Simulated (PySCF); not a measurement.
¹⁷O chemical shifts

Method: structure optimised with GFN2-xTB, σ from GIAO-PBE0/pcSseg-1, in PySCF (one conformer, equivalent nuclei averaged, no relativistic terms, no solvent model).

Shieldings were converted by a linear fit to measured shifts: ¹⁷O (scatter 10.7 ppm rms, 12.2 ppm with the 3 outliers that the fit left out vs liquid water, solution or neat liquid). A few per cent of atoms miss by over 2 rms, more outside the fitted compound classes.

Task: Give the ¹⁷O shifts of `O[SiH](O)O[SiH3]`, `C=CC(=C)C(=O)O`, `C=CC(=C)C(=O)O`, `C=CC(=C)OC=O`, `C=CC(=C)OC=O`, `COC(=O)CCF`, `COC(=CF)OC`.

Result: 
```csv
compound,environment,δ (ppm)
[OH:1][SiH:2]([OH:3])[O:4][SiH3:5],O4: oxygen bonded to 2 Si,8.8
[OH:1][SiH:2]([OH:3])[O:4][SiH3:5],"O1/3: oxygen bonded to Si, H (×2)",8.3
[CH2:1]=[CH:2][C:3](=[CH2:4])[C:5](=[O:6])[OH:7],O6: carbonyl oxygen,354.6
[CH2:1]=[CH:2][C:3](=[CH2:4])[C:5](=[O:6])[OH:7],O7: acid hydroxyl oxygen,150.0
[CH2:1]=[CH:2][C:3](=[CH2:4])[C:5](=[O:6])[OH:7],O6: carbonyl oxygen,354.6
[CH2:1]=[CH:2][C:3](=[CH2:4])[C:5](=[O:6])[OH:7],O7: acid hydroxyl oxygen,150.0
[CH2:1]=[CH:2][C:3](=[CH2:4])[O:5][CH:6]=[O:7],O7: ester carbonyl oxygen,372.7
[CH2:1]=[CH:2][C:3](=[CH2:4])[O:5][CH:6]=[O:7],O5: ester alkoxy oxygen,181.4
[CH2:1]=[CH:2][C:3](=[CH2:4])[O:5][CH:6]=[O:7],O7: ester carbonyl oxygen,372.7
[CH2:1]=[CH:2][C:3](=[CH2:4])[O:5][CH:6]=[O:7],O5: ester alkoxy oxygen,181.4
[CH3:1][O:2][C:3](=[O:4])[CH2:5][CH2:6][F:7],O4: ester carbonyl oxygen,361.8
[CH3:1][O:2][C:3](=[O:4])[CH2:5][CH2:6][F:7],O2: ester alkoxy oxygen,134.5
[CH3:1][O:2][C:3](=[CH:4][F:5])[O:6][CH3:7],O2: ether oxygen,50.9
[CH3:1][O:2][C:3](=[CH:4][F:5])[O:6][CH3:7],O6: ether oxygen,23.0
```

In solution the two oxygens of a carboxylic acid give one averaged line by proton exchange, and hydrogen bonding shields acid and N–H amide carbonyl oxygens by tens of ppm; neither is in these numbers.
